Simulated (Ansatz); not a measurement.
Molecule: TaO₃ (charge 0, doublet). The spin state was set by rule; other spins were not relaxed. SMILES: [O]=[Ta](=[O])=[O]
Geometry: optimised at B3LYP-D3(BJ)/def2-TZVP (Ansatz, a quantum-chemistry and plane-wave program).

Property: atomisation energy (electronic, to ground-state atoms), in kcal/mol. Correlated levels leave the core frozen unless marked. Open shells are spin-unrestricted. No spin-orbit coupling. Frozen are the shells of the preceding noble gas and the d and f shells that filled before the atom's block. Past Kr the def2 sets carry scalar-relativistic core potentials. The coupled-cluster limit lacks core correlation, which all-electron functionals hold. CBS(X,Y): correlation extrapolated as X^-3; Hartree-Fock from the larger set. The bracket is a focal-point correction in the basis named.

```
level                                                                 program  atomisation energy (kcal/mol)
-------------------------------------------------------------  --------------  -----------------------------
SVWN5/def2-TZVPD                                                       Ansatz                              ?
PBE-D4/def2-TZVPD                                              Ansatz + dftd4                          485.8
PBE0/def2-SVP                                                          Ansatz                              ?
PBE0-D3(BJ)/def2-TZVP                                          Ansatz + dftd3                          435.4
LC-wPBE-D3(BJ)/def2-TZVPD                                      Ansatz + dftd3                          439.8
LC-wPBE-D4/def2-TZVPD                                          Ansatz + dftd4                          440.5
LC-wPBE/def2-TZVPD                                                     Ansatz                          438.2
wB97X/def2-TZVPD                                                       Ansatz                          432.4
B2GP-PLYP/def2-TZVPD                                                   Ansatz                          438.7
RPA@PBE/def2-QZVPP                                                     Ansatz                          415.3
SCS-MP2/def2-SVP                                                       Ansatz                          423.4
SCS-MP2/def2-TZVPPD                                                    Ansatz                          453.8
RI-MP2/CBS(def2-TZVPPD,def2-QZVPPD)+[CCSD(T)-MP2]/def2-TZVPPD          Ansatz                              ?
```

Problem. Some entries are withheld; supply them.

Solution. 
- SVWN5/def2-TZVPD, atomisation energy (kcal/mol): 553.1
- PBE0/def2-SVP, atomisation energy (kcal/mol): 432.1
- RI-MP2/CBS(def2-TZVPPD,def2-QZVPPD)+[CCSD(T)-MP2]/def2-TZVPPD, atomisation energy (kcal/mol): 441.6
